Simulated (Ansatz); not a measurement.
Ansatz (an electronic-structure program) input:

Ansatz 0.2 input:
```yaml
crystal:
  periodic: [false, false, false]
  atoms:
    - {symbol: Si, position_ang: [0.15954207, -1.01541521, -0.33391731]}
    - {symbol: C, position_ang: [1.45501293, 0.36172811, -0.05345789]}
    - {symbol: C, position_ang: [-1.40931304, -0.23471686, 0.42954574]}
    - {symbol: H, position_ang: [-0.12377794, -0.82996800, -1.78741775]}
    - {symbol: H, position_ang: [1.14004170, 1.35893300, -0.38840676]}
    - {symbol: H, position_ang: [2.37606111, 0.11579849, -0.58743246]}
    - {symbol: H, position_ang: [1.71549257, 0.44750331, 1.00397375]}
    - {symbol: H, position_ang: [-2.28052286, -0.84901696, 0.19001123]}
    - {symbol: H, position_ang: [-1.62460236, 0.78509548, 0.08475918]}
    - {symbol: H, position_ang: [-1.33964291, -0.19558733, 1.51901485]}
basis:
  gaussian:
    orbitals: def2-TZVP
hamiltonian:
  xc: b3lyp
  dispersion: d3bj
total_charge: -1
relax: {f_tol: 0.002, max_steps: 150}
```

Q: Predict the final energy.

A: -369.98864 Eh (B3LYP-D3(BJ)/def2-TZVP). The basis has 141 functions. The run takes roughly 30 core-seconds.

It need not be the lowest isomer of its formula. Whether it binds its extra electron was not tested at this geometry.
